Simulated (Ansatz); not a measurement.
CH$_{6}$BNO$_{2}$Si, relaxed with RKS PBE0-D4/def2-TZVP in Ansatz from a PBE-D4/def2-SVP geometry. The force threshold is 0.005 eV/Å; the program also tests the step.

Total charge 0; spin multiplicity 1. The bonds changed during the relaxation, so this is another structure than the one it started from.

Start:

```xyz
12

B     1.406    1.803    0.025
Si    0.912   -0.133   -0.141
O     1.479   -1.094    1.126
C    -0.998   -0.388   -0.202
N    -1.746    0.400   -0.874
O    -1.369   -1.490    0.528
H     0.821    2.615   -0.667
H     2.302    2.194    0.748
H     1.432   -0.612   -1.485
H     0.856   -1.821    1.315
H    -2.750    0.126   -0.846
H    -2.344   -1.600    0.473
```

Task: By how much does the energy fall, and how many steps does the optimiser take? (An estimate is asked.)

Result: Computed: 109.12 kJ/mol, in 33 steps, 4 of them rejected.

Task: Which bonds change most? (Estimate.)

Result: The calculation gave: B1–N5 from 3.565 to 1.615 Å; C4–O6 from 1.373 to 1.319 Å; Si2–O3 from 1.689 to 1.649 Å; Si2–C4 from 1.927 to 1.951 Å.

Task: Give the relaxed structure. (An estimate is asked.)

Result: Ansatz gave: 
```xyz
12

B     0.433    1.487   -0.159
Si    1.114   -0.417   -0.038
O     1.816   -1.074    1.301
C    -0.834   -0.520   -0.071
N    -0.999    0.747   -0.256
O    -1.798   -1.419    0.002
H     0.672    2.113   -1.162
H     0.505    2.116    0.868
H     1.549   -1.209   -1.231
H     2.129   -1.977    1.234
H    -1.910    1.170   -0.420
H    -2.677   -1.017   -0.068
```
